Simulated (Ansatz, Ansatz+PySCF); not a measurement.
```csv
atom,x (Å),y (Å),z (Å)
H,0.0000,0.0000,-1.2423
F,0.0000,0.0000,0.1380
```

Basis set: cc-pVDZ (spherical functions). Correlated methods keep 1 orbital frozen. Charge 0, multiplicity 1.

Computed with Ansatz (development build ahead of 0.2.0); each method stands on the lowest determinant of its kind that the runs found. Restricted open shells among the atoms or ions are ROHF, correlated in semicanonical orbitals with singles. Restricted functionals stand beside restricted open-shell atoms, which can lie above the unrestricted atoms usual in DFT and then raise those values.

(1) Give the atomization energy at this shape (free ground-state atoms in the same class of orbitals less the molecule, no zero-point energy) of singlet HF by ωB97X (unrestricted), ωB97X (restricted), r²SCAN (restricted), r²SCAN (unrestricted), PBE (unrestricted), PBE (restricted), PBE0 (unrestricted), PBE0 (restricted), RHF-CCSD(T), RHF-MP2, UHF-MP2, UHF, RHF.

Results:

(1)

```csv
method,atomization energy
ωB97X (unrestricted),306.1 kJ/mol
ωB97X (restricted),309.9 kJ/mol
r²SCAN (restricted),323.0 kJ/mol
r²SCAN (unrestricted),317.5 kJ/mol
PBE (unrestricted),349.1 kJ/mol
PBE (restricted),352.0 kJ/mol
PBE0 (unrestricted),300.4 kJ/mol
PBE0 (restricted),304.3 kJ/mol
RHF-CCSD(T),292.5 kJ/mol
RHF-MP2,294.1 kJ/mol
UHF-MP2,230.9 kJ/mol
UHF,96.9 kJ/mol
RHF,92.7 kJ/mol
```

Caution for RHF-CCSD(T), RHF-MP2, UHF-MP2: bonds are stretched, where a single reference can fail. Caution for UHF-MP2: a plain start can end on a higher determinant; another reference gives a lower total. Caution for UHF-MP2, UHF: the unrestricted determinant is spin contaminated.
